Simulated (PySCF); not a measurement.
Radial density of Os⁵⁵⁺ (osmium, charge +55)

M06-L, [Ar] 3d3, high-spin 4F determinant. All numbers are calculated (PySCF 2.14, the spin-free X2C one-electron Hamiltonian (Gaussian nucleus), in an uncontracted even-tempered set (17 s from 14 bohr⁻², ratio 2.5; 12 p from 18 bohr⁻², ratio 2.5; 7 d from 18 bohr⁻², ratio 2.5; 4 f from 65 bohr⁻², ratio 2.7; 3 g from 97 bohr⁻², ratio 2.7)).

```json
{"r (bohr)": "0.0144", "4πr²ρ (e/bohr)": "103.1", "4πr²(ρα − ρβ)": "0.0081"}
{"r (bohr)": "0.0242", "4πr²ρ (e/bohr)": "91.33", "4πr²(ρα − ρβ)": "0.1299"}
{"r (bohr)": "0.0407", "4πr²ρ (e/bohr)": "122.4", "4πr²(ρα − ρβ)": "1.2256"}
{"r (bohr)": "0.0684", "4πr²ρ (e/bohr)": "113.8", "4πr²(ρα − ρβ)": "7.1078"}
{"r (bohr)": "0.115", "4πr²ρ (e/bohr)": "66.54", "4πr²(ρα − ρβ)": "18.9043"}
{"r (bohr)": "0.194", "4πr²ρ (e/bohr)": "65.41", "4πr²(ρα − ρβ)": "13.7235"}
{"r (bohr)": "0.326", "4πr²ρ (e/bohr)": "6.326", "4πr²(ρα − ρβ)": "1.1314"}
{"r (bohr)": "0.548", "4πr²ρ (e/bohr)": "0.02452", "4πr²(ρα − ρβ)": "0.0052"}
```

Densities and radii are taken from the X2C orbitals without a picture-change correction, which distorts them close to the nucleus.

Spin-orbit coupling is strong in this species (close to jj coupling), so the high-spin LS determinant is a model state, not a physical level.
